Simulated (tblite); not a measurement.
C6H15N (charge +1 and doublet state).
SMILES with atom numbers: `[CH3:1][CH2:2][N+:3]([CH2:4][CH3:5])[CH2:6][CH3:7]` (hydrogens: H8, H9, H10 on C1; H11, H12 on C2; H13, H14 on C4; H15, H16, H17 on C5; H18, H19 on C6; H20, H21, H22 on C7)

Computed with GFN2-xTB (tblite), gas phase: L-BFGS steps from a force-field or distance-geometry start until the largest atomic force falls under 0.01 eV/Å.

Step 63: E = -625.0102 eV
```
atom  x, y, z in Å  |  force x, y, z in eV/Å
C1     -1.9630   -1.7468   -0.0647    0.011   0.019   0.018
C2     -0.9459   -1.0285    0.8446    0.020   0.052   0.033
N3     -0.1721   -0.0601    0.1394   -0.014  -0.039  -0.028
C4     -0.6284    1.2846    0.1205    0.010  -0.034   0.031
C5      0.2865    2.3433   -0.4567    0.020   0.027  -0.033
C6      0.9340   -0.5203   -0.6205   -0.039  -0.013  -0.047
C7      2.2766   -0.3649    0.1272   -0.053  -0.001  -0.005
H8     -2.6149   -1.0250   -0.5508    0.027  -0.001   0.004
H9     -1.4662   -2.3493   -0.8195   -0.016   0.019  -0.019
H10    -2.5741   -2.3979    0.5526    0.019  -0.035  -0.011
H11    -0.2680   -1.7842    1.2579   -0.062   0.030   0.004
H12    -1.4943   -0.5463    1.6565    0.032   0.012   0.007
H13    -1.5765    1.3064   -0.4448   -0.060  -0.021  -0.006
H14    -0.9060    1.5690    1.1439   -0.036   0.005   0.046
H15    -0.2619    3.2809   -0.4824    0.026   0.040   0.004
H16     1.1697    2.4932    0.1590    0.001  -0.040   0.017
H17     0.6075    2.1235   -1.4710   -0.010  -0.021  -0.040
H18     1.0009    0.0388   -1.5580    0.024  -0.007   0.006
H19     0.7816   -1.5805   -0.8369    0.058   0.006  -0.004
H20     3.0348   -0.9223   -0.4158    0.006   0.075   0.008
H21     2.1971   -0.7721    1.1313    0.001  -0.012   0.003
H22     2.5724    0.6779    0.1868    0.036  -0.061   0.013
```

Step 64: E = -625.0120 eV
```
atom  x, y, z in Å  |  force x, y, z in eV/Å
C1     -1.9592   -1.7496   -0.0608    0.000   0.025   0.022
C2     -0.9392   -1.0262    0.8415    0.020   0.047   0.040
N3     -0.1729   -0.0545    0.1315   -0.001  -0.072  -0.035
C4     -0.6311    1.2895    0.1148    0.022  -0.072   0.046
C5      0.2795    2.3487   -0.4667    0.024   0.047  -0.026
C6      0.9364   -0.5116   -0.6259   -0.028  -0.026  -0.050
C7      2.2722   -0.3780    0.1396   -0.052  -0.006  -0.006
H8     -2.6231   -1.0315   -0.5362    0.031   0.002   0.000
H9     -1.4665   -2.3448   -0.8242   -0.009   0.023  -0.012
H10    -2.5584   -2.4083    0.5603    0.022  -0.035  -0.012
H11    -0.2571   -1.7798    1.2525   -0.057   0.038  -0.012
H12    -1.4845   -0.5478    1.6580    0.032   0.021  -0.008
H13    -1.5826    1.3092   -0.4430   -0.078  -0.013  -0.019
H14    -0.9014    1.5710    1.1408   -0.041   0.020   0.052
H15    -0.2643    3.2887   -0.4720    0.006   0.057  -0.005
H16     1.1715    2.4903    0.1373    0.021  -0.054   0.016
H17     0.5834    2.1415   -1.4889   -0.012  -0.035  -0.033
H18     1.0143    0.0576   -1.5569    0.031  -0.011   0.034
H19     0.7817   -1.5695   -0.8567    0.045   0.029   0.004
H20     3.0295   -0.9441   -0.3942    0.020   0.058  -0.017
H21     2.1754   -0.7898    1.1404   -0.008  -0.001   0.002
H22     2.5860    0.6587    0.2074    0.013  -0.043   0.017
```

Step 65: E = -625.0140 eV
```
atom  x, y, z in Å  |  force x, y, z in eV/Å
C1     -1.9547   -1.7516   -0.0566   -0.010   0.022   0.014
C2     -0.9329   -1.0224    0.8390    0.005   0.026   0.032
N3     -0.1735   -0.0498    0.1234    0.009  -0.070  -0.029
C4     -0.6336    1.2939    0.1091    0.020  -0.076   0.037
C5      0.2720    2.3557   -0.4775    0.014   0.040  -0.002
C6      0.9391   -0.5039   -0.6308   -0.016  -0.029  -0.034
C7      2.2668   -0.3922    0.1519   -0.023  -0.003  -0.007
H8     -2.6326   -1.0385   -0.5193    0.029   0.009  -0.003
H9     -1.4660   -2.3369   -0.8302    0.001   0.029  -0.005
H10    -2.5395   -2.4214    0.5666    0.021  -0.032  -0.007
H11    -0.2494   -1.7741    1.2490   -0.025   0.026  -0.018
H12    -1.4754   -0.5477    1.6590    0.019   0.045  -0.008
H13    -1.5890    1.3096   -0.4425   -0.075   0.001  -0.017
H14    -0.8982    1.5739    1.1374   -0.037   0.023   0.039
H15    -0.2659    3.2990   -0.4594   -0.006   0.049  -0.015
H16     1.1742    2.4859    0.1134    0.038  -0.063   0.012
H17     0.5567    2.1617   -1.5081   -0.019  -0.045  -0.021
H18     1.0287    0.0741   -1.5542    0.036   0.007   0.031
H19     0.7846   -1.5586   -0.8754    0.015   0.021   0.007
H20     3.0233   -0.9638   -0.3745    0.045   0.022  -0.053
H21     2.1552   -0.8104    1.1479   -0.023   0.000   0.024
H22     2.5998    0.6371    0.2303   -0.018  -0.004   0.022
```

Step 66: E = -625.0153 eV
```
atom  x, y, z in Å  |  force x, y, z in eV/Å
C1     -1.9519   -1.7526   -0.0531   -0.015   0.008   0.010
C2     -0.9285   -1.0193    0.8373   -0.010   0.003   0.014
N3     -0.1737   -0.0475    0.1170    0.013  -0.034  -0.019
C4     -0.6350    1.2961    0.1059    0.005  -0.039   0.011
C5      0.2664    2.3618   -0.4852    0.006   0.006   0.020
C6      0.9410   -0.4992   -0.6350    0.010  -0.022  -0.013
C7      2.2626   -0.4027    0.1610    0.003  -0.014  -0.002
H8     -2.6394   -1.0437   -0.5071    0.022   0.017  -0.004
H9     -1.4659   -2.3305   -0.8339    0.009   0.031  -0.003
H10    -2.5248   -2.4312    0.5715    0.017  -0.025  -0.006
H11    -0.2444   -1.7700    1.2455    0.006   0.008  -0.012
H12    -1.4686   -0.5464    1.6590    0.008   0.063   0.001
H13    -1.5939    1.3081   -0.4419   -0.048   0.015  -0.001
H14    -0.8965    1.5769    1.1359   -0.024   0.008   0.010
H15    -0.2669    3.3081   -0.4504    0.002   0.015  -0.019
H16     1.1774    2.4814    0.0952    0.025  -0.060  -0.001
H17     0.5369    2.1754   -1.5217   -0.031  -0.041   0.003
H18     1.0402    0.0868   -1.5519    0.036   0.015   0.028
H19     0.7869   -1.5511   -0.8904   -0.005   0.014   0.007
H20     3.0203   -0.9770   -0.3604    0.041   0.003  -0.060
H21     2.1393   -0.8254    1.1542   -0.026   0.011   0.009
H22     2.6082    0.6215    0.2469   -0.042   0.019   0.029
```

Task: Estimate the geometry and energy of step 67. (The exact step hangs on the optimiser's Hessian estimate; all steps are aligned on step 66, rigid shifts and turns removed.)

Result: E = -625.0161 eV, largest force 0.074 eV/Å
```
atom  x, y, z in Å  |  force x, y, z in eV/Å
C1     -1.9517   -1.7519   -0.0521   -0.003  -0.002   0.002
C2     -0.9291   -1.0174    0.8377   -0.015  -0.010  -0.002
N3     -0.1733   -0.0487    0.1156    0.004   0.011  -0.004
C4     -0.6349    1.2951    0.1058   -0.015   0.004  -0.014
C5      0.2654    2.3637   -0.4864   -0.011  -0.042   0.035
C6      0.9419   -0.5001   -0.6356    0.003  -0.006   0.005
C7      2.2612   -0.4045    0.1620    0.037  -0.012  -0.003
H8     -2.6414   -1.0445   -0.5035    0.002   0.029  -0.008
H9     -1.4657   -2.3262   -0.8351    0.020   0.028  -0.011
H10    -2.5198   -2.4353    0.5708    0.000  -0.026   0.007
H11    -0.2477   -1.7685    1.2472    0.032  -0.010   0.000
H12    -1.4686   -0.5427    1.6583   -0.001   0.068   0.008
H13    -1.5951    1.3048   -0.4423   -0.016   0.024   0.014
H14    -0.8977    1.5780    1.1358   -0.011  -0.011  -0.014
H15    -0.2648    3.3119   -0.4474    0.001  -0.007  -0.015
H16     1.1791    2.4776    0.0908    0.027  -0.050   0.002
H17     0.5320    2.1779   -1.5239   -0.031  -0.036  -0.003
H18     1.0431    0.0863   -1.5505    0.032   0.036  -0.003
H19     0.7908   -1.5509   -0.8923   -0.027  -0.020   0.002
H20     3.0206   -0.9743   -0.3616    0.042  -0.013  -0.055
H21     2.1377   -0.8293    1.1536   -0.024  -0.005   0.023
H22     2.6076    0.6185    0.2515   -0.045   0.050   0.032
```

The energy changes by -0.0009 eV. The first-order estimate −F·Δx gives -0.0013 eV and the mean of the old and new forces, exact on a quadratic surface, -0.0008 eV. The step makes an angle of 68° with the force vector and moves no atom by more than 0.007 Å.

The cost below is that of the whole relaxation. The run took 0.87 s of wall time on an Arm Neoverse V2 with one thread, no GPU, shared host with 96 logical CPUs at a one-minute load of 75.
